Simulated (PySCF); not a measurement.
Compound: C5H10GaNSSi.
Bonds: Si1–S2, S2–Ga3, Ga3–N4, N4–C5 (aromatic), C5–C6 (aromatic), C6–C7 (aromatic), C7–C8 (aromatic), C8–C9 (aromatic), N4–C9 (aromatic). Hydrogens: H10, H11, H12 on Si1; H13, H14 on Ga3; H15 on C5; H16 on C6; H17 on C7; H18 on C8; H19 on C9.

Computed with PBE0-D3(BJ)/def2-SVP geometry optimisation, gas phase (PySCF 2.14.0).

Question: How far are the bound atoms from Ga3?

Answer: 4 atoms: H14 1.576 Å, H13 1.576 Å, N4 2.108 Å, S2 2.291 Å. The nearest atom not counted as bound is H19, at 2.93 Å.

Question: List the angles at Ga3.

Answer: 
```tsv
angle	degrees	distance of the outer atoms (Å)
H13–Ga3–H14	121.5	2.75
S2–Ga3–H14	115.1	3.29
S2–Ga3–H13	115.0	3.28
N4–Ga3–H14	101.0	2.86
N4–Ga3–H13	101.0	2.86
S2–Ga3–N4	96.8	3.29
```

Question: Describe the arrangement about Ga3 in numbers.

Answer: Angles from 96.8° to 121.5°; τ4 = (360° − α − β)/141° = 0.87 with α and β the two widest (0 for a square, 1 for a tetrahedron).

Question: What are the other bond lengths?

Answer: Si1–S2 2.126 Å; N4–C5, N4–C9 1.337 Å; C5–C6, C8–C9 1.389 Å; C6–C7, C7–C8 1.393 Å. (A selection.)

Question: Give some angles away from the centre.

Answer: Si1–S2–Ga3 99.2°, Ga3–N4–C5 123.1°, Ga3–N4–C9 117.2°, C5–N4–C9 119.7°, N4–C5–C6 121.8°, C5–C6–C7 118.8°, C6–C7–C8 119.0°.

Question: What are the rotational constants (commonest isotopes, rigid rotor)?

Answer: A = 2426, B = 420.7, C = 362.2 MHz: a near-prolate asymmetric top.

Point group: near Cs, missed by 0.26 Å at most; the miss may be what the optimiser left on a soft mode. Charge 0, singlet. No frequency check.

Conformer computed: `[SiH3:1][S:2][GaH2-:3][n+:4]1[cH:5][cH:6][cH:7][cH:8][cH:9]1`: Si1–S2–Ga3–N4 -176°, S2–Ga3–N4–C5 0°.

One conformer stands for the species.
